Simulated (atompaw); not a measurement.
What one change does to a pseudopotential (tellurium, PAW (atompaw))

atompaw 4.2.0.5 input, output lines left out:

```
Te 52
GGA-PBESOL scalarrelativistic loggrid 1500 logderivrange -5 5 251
5 5 4 0 0 0
5 1 3.75
0 0 0
c
c
c
c
v
c
c
c
v
c
v
2
2.55 2.50 2.35 1.40
y
-0.1
n
y
2.05
n
y
-0.2
n
custom polynom2 7 10 vanderbiltortho sinc
3 -0.5 vpsmatchnc
2.55
2.55
2.55
2.55
2.55
2.55
```

Change: augmentation sinc compensation charge, radius 2.50 bohr; PAW radius 2.55 bohr; waves and projectors: custom rrkj gramschmidtortho.

Cutoffs: the cutoffs (Ry, on a coarse ladder) from which the occupation-weighted sum of valence levels, in a spherical-Bessel basis at the reference potential, stays within 10 and 1 mRy of its value at 400 Ry; they do not see the model core or the augmentation charge, which bear on the density cutoff.

Task: What does the change do?

Result: The potential gets softer (30 Ry and 60 Ry → 18 Ry and 25 Ry); both files keep a bound ghost (p, s); the range in which the d phases agree widens (upper end 0.7 → at the end of the scan).

```csv
quantity,base,changed
"cutoff, loose",30 Ry,18 Ry
"cutoff, tight",60 Ry,25 Ry
loose cutoff by channel (10 mRy a level),"s 18 Ry, p 10 Ry, d 12 Ry","s 6 Ry, p 6 Ry, d 15 Ry"
bound ghosts,"s, p","s, p"
s: phases at 2.55 bohr within 0.05 rad from the reference energy up to (Ry; the scan ends near 5),2.4,2.5
p: phases at 2.55 bohr within 0.05 rad from the reference energy up to (Ry; the scan ends near 5),to the end of the scan,n/a
d: phases at 2.55 bohr within 0.05 rad from the reference energy up to (Ry; the scan ends near 5),0.7,to the end of the scan
lowest overlap eigenvalue by channel,"s 0.83, p 0.85, d 1.00","s 0.07, p 0.29, d 0.80"
```

 A true bound ghost makes a file unfit for plane-wave use even where its test errors are small: the radial tests pick states by their node count and pass the ghost by. The cutoffs see the waves, projectors and local potential, not the compensation charge or the core.
